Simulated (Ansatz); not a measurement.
CH₅AlNP, relaxed with RKS PBE0-D4/def2-TZVP in the Gaussian-basis code of Ansatz from a PBE-D4/def2-SVP geometry. The force threshold is 0.005 eV/Å; the program also tests the step.

The species carries charge 0 and has multiplicity 1. The bonds changed during the relaxation, so this is another structure than the one it started from.

Start:

```xyz
9

C     0.710    1.444    0.457
N    -0.005    0.400    0.235
P    -1.545    0.359   -0.749
Al    0.076   -1.440   -0.453
H     1.732    1.332    0.866
H     0.330    2.466    0.245
H    -2.208   -0.423    0.273
H    -0.392   -2.552    0.594
H     1.301   -1.586   -1.468
```

Task: By how much does the energy fall, and how many steps does the optimiser take? (Estimate.)

Result: Ansatz gave: 5.06 kJ/mol, in 13 steps, 3 of them rejected.

Task: Which bonds change most? (Best estimate.)

Result: Computed: P3–Al4 from 2.440 to 2.394 Å; N2–P3 from 1.828 to 1.799 Å; N2–Al4 from 1.966 to 1.944 Å; P3–H7 from 1.448 to 1.426 Å.

Task: Give the relaxed structure. (Best estimate.)

Result: Ansatz gave: 
```xyz
9

C     0.695    1.425    0.456
N     0.008    0.391    0.219
P    -1.507    0.348   -0.751
Al    0.069   -1.430   -0.457
H     1.698    1.327    0.869
H     0.307    2.427    0.257
H    -2.185   -0.373    0.276
H    -0.362   -2.526    0.602
H     1.277   -1.589   -1.472
```
